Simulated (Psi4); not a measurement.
OZn, singlet, at a GFN2-xTB geometry (such geometries of metal compounds can be far from the true shape); Psi4 1.11 with B3LYP/aug-cc-pVDZ.

Psi4 was given this input:
```
memory 2 GB

molecule {
0 1
  Zn   -0.00000000   -0.00000000   -0.33822725
  O     0.00000000    0.00000000    1.26835217
}

set basis aug-cc-pvdz
set s_orthogonalization symmetric

energy('b3lyp')
print_variables()
```

What does Psi4 print? Leave out banner, timings and long lists.


```
   => Loading Basis Set <=

    Name: AUG-CC-PVDZ
    Role: ORBITAL
    Keyword: BASIS

         ---------------------------------------------------------
                                   SCF
               by Justin Turney, Rob Parrish, Andy Simmonett
                          and Daniel G. A. Smith
                              RKS Reference
         ---------------------------------------------------------

  ==> Geometry <==

    Molecular point group: c2v
    Full point group: C_inf_v

    Geometry (in Angstrom), charge = 0, multiplicity = 1:

       Center              X                  Y                   Z               Mass
    ------------   -----------------  -----------------  -----------------  -----------------
         ZN           0.000000000000     0.000000000000    -0.321518973587    63.929142010000
         O            0.000000000000     0.000000000000     1.285060446413    15.994914619570

  Running in c2v symmetry.

  Rotational constants: A = ************  B =      0.51049  C =      0.51049 [cm^-1]
  Rotational constants: A = ************  B =  15304.16070  C =  15304.16070 [MHz]
  Nuclear repulsion =   79.051510918022331

  Charge       = 0
  Multiplicity = 1
  Electrons    = 38
  Nalpha       = 19
  Nbeta        = 19

  ==> Algorithm <==

  SCF Algorithm Type is DF.
  DIIS enabled.
  MOM disabled.
  Fractional occupation disabled.
  Guess Type is SAD.
  Energy threshold   = 1.00e-06
  Density threshold  = 1.00e-06
  Integral threshold = 1.00e-12

  ==> Primary Basis <==

  Basis Set: AUG-CC-PVDZ
    Blend: AUG-CC-PVDZ
    Number of shells: 28
    Number of basis functions: 82
    Number of Cartesian functions: 94
    Spherical Harmonics?: true
    Max angular momentum: 3

  ==> DFT Potential <==

   => LibXC <=

    Version 7.1.2
    S. Lehtola, C. Steigemann, M. J. T. Oliveira, and M. A. L. Marques,  SoftwareX 7, 1–5 (2018) (10.1016/j.softx.2017.11.002)

   => Composite Functional: B3LYP <=

    B3LYP Hyb-GGA Exchange-Correlation Functional

    P. J. Stephens, F. J. Devlin, C. F. Chabalowski, and M. J. Frisch,  J. Phys. Chem. 98, 11623 (1994) (10.1021/j100096a001)

    Deriv               =              1
    GGA                 =           TRUE
    Meta                =          FALSE

    Exchange Hybrid     =           TRUE
    MP2 Hybrid          =          FALSE

   => Exchange Functionals <=

    0.0800   Slater exchange
    0.7200         Becke 88

   => Exact (HF) Exchange <=

    0.2000               HF

[...]
   @DF-RKS iter   9: -1854.60936062545147   -2.40199e-03   7.22429e-04 ADIIS/DIIS
   @DF-RKS iter  10: -1854.60986392895393   -5.03304e-04   7.83109e-05 DIIS
   @DF-RKS iter  11: -1854.60986891812081   -4.98917e-06   1.72832e-05 DIIS
   @DF-RKS iter  12: -1854.60986919105380   -2.72933e-07   2.97752e-06 DIIS
   @DF-RKS iter  13: -1854.60986919914512   -8.09132e-09   2.39096e-07 DIIS
  Energy and wave function converged.

  ==> Post-Iterations <==

   Electrons on quadrature grid:
      Ntotal   =   38.0000104816 ; deviation = 1.048e-05

    Orbital Energies [Eh]
    ---------------------

    Doubly Occupied:

[...]
       4B2    -0.261726

    Virtual:

[...]
    Final Occupation by Irrep:
             A1    A2    B1    B2
    DOCC [    10,    1,    4,    4 ]
    NA   [    10,    1,    4,    4 ]
    NB   [    10,    1,    4,    4 ]

  @DF-RKS Final Energy: -1854.60986919914512

   => Energetics <=

    Nuclear Repulsion Energy =             79.0515109180223305
    One-Electron Energy =               -2743.1280475999828923
    Two-Electron Energy =                 873.6760198033638289
    DFT Exchange-Correlation Energy =     -64.2093523205482484
    Empirical Dispersion Energy =           0.0000000000000000
    VV10 Nonlocal Energy =                  0.0000000000000000
    Total Energy =                      -1854.6098691991448959

Computation Completed

Properties will be evaluated at   0.000000,   0.000000,   0.000000 [a0]

Properties computed using the SCF density matrix

 Multipole Moments:

 ------------------------------------------------------------------------------------
     Multipole            Electronic (a.u.)      Nuclear  (a.u.)        Total (a.u.)
 ------------------------------------------------------------------------------------

 L = 1.  Multiply by 2.5417464519 to convert [e a0] to [Debye]
 Dipole X            :          0.0000000            0.0000000            0.0000000
 Dipole Y            :          0.0000000            0.0000000            0.0000000
 Dipole Z            :         -3.3740591            1.1998143           -2.1742448
 Magnitude           :                                                    2.1742448

 ------------------------------------------------------------------------------------

  Variable Map:
  ----------------------------------------------------------------------------
[...]
  Array Variable Map:
  ----------------------------------------------------------------------------
[...]
[...]
```
